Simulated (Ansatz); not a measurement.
Species: CH2NO, charge 0, doublet. CH2NO (SMILES [NH]C=O, doublet).
B3LYP-D3(BJ)/def2-TZVP minimum from Ansatz (an electronic-structure program):
```
C
O 1 1.2023
N 1 1.3855 2 125.92
H 3 1.0255 1 111.59 2 -114.94
H 1 1.1150 2 122.69 3 174.83
```
Charge 0, spin multiplicity 2.

Total energies in cc-pVDZ, 17 correlated electrons, 3 frozen orbitals. Open shells are spin-unrestricted; no spin-orbit coupling. Correlated methods leave the cores frozen. No relativity.

| method | program | energy (Eh) | minus CCSDT(Q) (mEh) |
|---|---|---|---|
| HF | Ansatz | -168.30407 | 480.79 |
| MP2 | Ansatz | -168.74429 | 40.58 |
| CCSD | Ansatz | -168.76823 | 16.64 |
| CCSD(T) | Ansatz | -168.78260 | 2.26 |
| CCSDT(Q) | Ansatz | -168.78487 | 0.00 |

Rough core times of Ansatz's runs on a shared machine: CCSD(T) under 20 s, CCSDT(Q) 9 min.
